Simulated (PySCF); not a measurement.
# Static response to an electric field

Compound: C₆H₉NS.
Atom-mapped SMILES: `[CH3:1][C@@H:2]([SH:3])[C@@H:4]1[CH2:5][C@H:6]1[C:7]#[N:8]` (hydrogens: H9, H10, H11 on C1; H12 on C2; H13 on S3; H14 on C4; H15, H16 on C5; H17 on C6)

Cartesian coordinates in Å at the PBE0-D3(BJ)/def2-SVP level; atoms count from 1:
```xyz
17
C6H9NS angstrom
C     -1.8984   -0.2035    0.7004
C     -0.9425    0.0887   -0.4436
S     -1.6252    1.2952   -1.6405
C      0.4204    0.5167    0.0380
C      1.6365    0.3181   -0.7908
C      1.4233   -0.5524    0.4286
C      2.2352   -0.3706    1.5995
N      2.8820   -0.2059    2.5467
H     -2.0510    0.6943    1.3197
H     -1.4916   -0.9932    1.3523
H     -2.8785   -0.5256    0.3230
H     -0.8244   -0.8164   -1.0640
H     -1.7422    2.3138   -0.7608
H      0.4146    1.4017    0.6839
H      2.4283    1.0682   -0.7456
H      1.5204   -0.1697   -1.7619
H      1.1294   -1.5918    0.2492
```

Level: wB97X-D/def2-SVPD (PySCF), static field, nuclei fixed, core orbitals frozen in the response. The polarisability tensor in these axes (au):

```
x   102.52  -6.09  15.29
y    -6.09  81.83  -8.93
z    15.29  -8.93 100.08
```

Question: Diagonalise the tensor; give its mean and Δα, where Δα² is half the sum of the squared differences of the eigenvalues.

Answer: Principal values 78.19, 86.66 and 119.59 au; mean 94.81 au = 14.05 Å³ = 15.63 × 10⁻⁴⁰ C²·m²/J; Δα = 37.88 au (40 % of the mean).

Question: What is the dipole moment, and where does it point?

Answer: (-2.17, -0.53, -2.13) D, 3.08 D in size, pointing from the negative to the positive side. Measured along this direction, the outermost atoms are N8 at the negative end and S3 at the positive end.

Question: Orientational against electronic polarisability at 350 K (dilute gas, rigid molecules)?

Answer: In Gaussian units μ²/3kT = 65.62 Å³ against 14.05 Å³, a ratio of 4.67; the Debye molar polarisation (4π/3)N_A(α + μ²/3kT) is 201.0 cm³/mol, leaving out the vibrational part.

Question: Estimate the molar refractivity from the static electronic polarisability.

Answer: Lorentz–Lorenz: R = (4π/3)N_A α = 2.5225 cm³/(mol·Å³) × 14.05 Å³ = 35.4 cm³/mol, in the limit of long wavelengths.

Question: Find the Langevin capture rate constant for NO+ (29.998 u) meeting this molecule (127.046 u), k = 2.342 × 10⁻⁹ cm³/s × √(α in Å³ / reduced mass in u).

Answer: The reduced mass is 24.27 u, so k = 1.78 × 10⁻⁹ cm³/s. The formula leaves out the permanent dipole, which adds to the capture rate.

Question: What depolarisation ratio follows for Rayleigh scattering of linearly polarised light, taking the static tensor?

Answer: ρ = 3Δα²/(45ᾱ² + 4Δα²) = 4305.1/(404519 + 5740.2) = 0.0105.

Question: Directions of the eigenvectors, and the extent of the frame along each?

Answer: Largest value along (0.69, -0.27, 0.67), where the nuclei span 6.33 Å; middle along (0.72, 0.27, -0.64), 4.94 Å; least along (-0.01, 0.92, 0.38), 3.25 Å. The response follows the extents in order.

The structure is a single PBE0-D3(BJ)/def2-SVP conformer in the gas phase; no vibrational or solvent corrections.

These values come from a run that also computed excited states. Rough CPU time on one thread of a shared machine: about 2.6 min.
